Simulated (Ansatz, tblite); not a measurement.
Spin states of Sr2S2⁻ (the lowest doublet isomer of a short search), each relaxed with PBE0-D4/def2-TZVPD in Ansatz. Electronic energies in the gas phase.

In the def2 sets Sr takes a core potential; there is no spin–orbit coupling. The xTB rows come from tblite. B3LYP takes the VWN-RPA correlation. Correlated methods freeze 10 core orbitals; core or outer-core shells of Sr are correlated, in sets that lack core-valence functions. The structure comes from a short search, and lower isomers may exist.

Doublet geometry (D2h within 0.1 Å):

```
atom   x (Å)   y (Å)   z (Å)
 Sr1   1.710   0.608   0.180
 Sr2  -1.710  -0.608  -0.180
  S3   0.271  -0.179  -1.970
  S4  -0.271   0.179   1.970
```

Quartet geometry (C2v within 0.1 Å):

| atom | x (Å) | y (Å) | z (Å) |
| --- | --- | --- | --- |
| Sr1 | -1.139 | -1.675 | -0.771 |
| Sr2 | 1.345 | 1.683 | 0.238 |
| S3 | 1.081 | -1.012 | 0.708 |
| S4 | -1.287 | 1.004 | -0.175 |

⟨S²⟩: doublet 0.75 at PBE0-D4/def2-TZVPD (pure 0.75), quartet 3.76 at PBE0-D4/def2-TZVPD (pure 3.75).

Run but left out: HF/STO-3G (doublet: ⟨S²⟩ 1.28, where a pure state has 0.75); HF/def2-TZVPD, MP2/def2-TZVPD (doublet: a determinant that CCSD turns far, T1 0.074); B97M-V/def2-TZVPD (doublet: an occupied level 0.16 eV above an empty one).

Only these spin states were relaxed.

```json
{"level": "GFN1-xTB", "quartet − doublet (kcal/mol)": "68.6", "lowest of these": "doublet", "remarks": "–"}
{"level": "GFN2-xTB", "quartet − doublet (kcal/mol)": "34.2", "lowest of these": "doublet", "remarks": "–"}
{"level": "PBE-D4/def2-TZVPD", "quartet − doublet (kcal/mol)": "36.3", "lowest of these": "doublet", "remarks": "HOMO above zero (doublet), HOMO above zero (quartet)"}
{"level": "r2SCAN-D4/def2-TZVPD", "quartet − doublet (kcal/mol)": "36.2", "lowest of these": "doublet", "remarks": "HOMO above zero (doublet), HOMO above zero (quartet)"}
{"level": "B3LYP-D4/def2-TZVPD", "quartet − doublet (kcal/mol)": "35.1", "lowest of these": "doublet", "remarks": "HOMO above zero (doublet), HOMO above zero (quartet)"}
{"level": "PBE0-D4/def2-TZVPD", "quartet − doublet (kcal/mol)": "35.1", "lowest of these": "doublet", "remarks": "HOMO above zero (doublet)"}
{"level": "ωB97M-V/def2-TZVPD", "quartet − doublet (kcal/mol)": "38.5", "lowest of these": "doublet", "remarks": "–"}
{"level": "RPA@PBE/def2-TZVPD", "quartet − doublet (kcal/mol)": "28.2", "lowest of these": "doublet", "remarks": "–"}
```

Change of the quartet − doublet gap on mixing in exact exchange, in kcal/mol: PBE to PBE0 (25 % exact exchange) -1.2.

The xTB methods have no spin-polarisation term.
